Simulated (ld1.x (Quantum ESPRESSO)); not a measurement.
**Which change was made? (Ti, PAW)**

```
Element                 : Ti
Generator               : ld1.x (Quantum ESPRESSO) 7.5
Type                    : PAW
Functional              : PBEsol
Relativity              : scalar-relativistic
Frozen core             : [Ne]
Valence charge          : 12
Reference configuration : 3s2 3p6 3d2.5 4s1.5 4p0
Partial waves           : 3s (bound): rcut 1.35, rcutus 1.70 bohr; 4s (bound): rcut 1.35, rcutus 1.70 bohr; 3p (bound): rcut 1.50, rcutus 1.70 bohr; 4p (bound, empty): rcut 1.50, rcutus 1.70 bohr; 3d (bound): rcut 1.70, rcutus 2.10 bohr; 3d channel at 4.3 Ry: rcut 1.70, rcutus 2.10 bohr
Local potential         : all-electron potential smoothed inside 1.55 bohr (lloc = -1)
Core correction         : Bessel-smoothed model core, default radius (core density twice the valence density)
Augmentation charge     : BESSEL, radius 1.20 bohr
```

Cutoffs, loose and tight: the cutoffs (Ry, on a coarse ladder) from which the occupation-weighted sum of valence levels, in a spherical-Bessel basis at the reference potential, stays within 10 and 1 mRy of its value at 400 Ry. They do not see the model core or the augmentation charge, which bear on the density cutoff. Test errors are all-electron minus pseudo excitation energies from the reference, over the configurations 3s2 3p6 3d2 4s2 4p0; 3s2 3p6 3d2 4s1 4p0; 3s2 3p6 3d2 4s0 4p0; 3s2 3p6 3d2 4s1 4p1; 3s2 3p6 3d1 4s2 4p0; 3s1 3p6 3d2 4s2 4p0; 3s2 3p6 3d3 4s1 4p0; variants that change the core or the reference have their own tests. The largest error is taken over the tests solved by every variant that gives reliable tests at all, those not shown here included: 3s2 3p6 3d2 4s1 4p0; 3s2 3p6 3d2 4s1 4p1; 3s2 3p6 3d2 4s2 4p0.

The base gives: outcome: generated; cutoff, loose: 30 Ry; cutoff, tight: 50 Ry; bound ghosts: none; largest test error (meV): +2.8.

(1) After one change the result is: outcome: generated, overlap not positive; bound ghosts: not determined (overlap not positive); largest test error (meV): +39. Which change was it?
A. waves 3s (bound): rcut 1.32, rcutus 1.40 bohr; 4s (bound): rcut 1.32, rcutus 1.40 bohr
B. waves 3s (bound): rcut 1.35, rcutus 1.64 bohr; 4s (bound): rcut 1.35, rcutus 1.64 bohr
C. waves 3s (bound): rcut 1.12, rcutus 1.18 bohr; 4s (bound): rcut 1.12, rcutus 1.18 bohr

Results:

(1) A. The others give: waves 3s (bound): rcut 1.12, rcutus 1.18 bohr; 4s (bound): rcut 1.12, rcutus 1.18 bohr → outcome: generated; cutoff, loose: 30 Ry; cutoff, tight: 50 Ry; bound ghosts: none; largest test error (meV): +2.9 | waves 3s (bound): rcut 1.35, rcutus 1.64 bohr; 4s (bound): rcut 1.35, rcutus 1.64 bohr → outcome: generated; cutoff, loose: 30 Ry; cutoff, tight: 50 Ry; bound ghosts: none; largest test error (meV): +2.7. A file whose overlap is not positive is unfit for use, and its test errors describe a broken file.
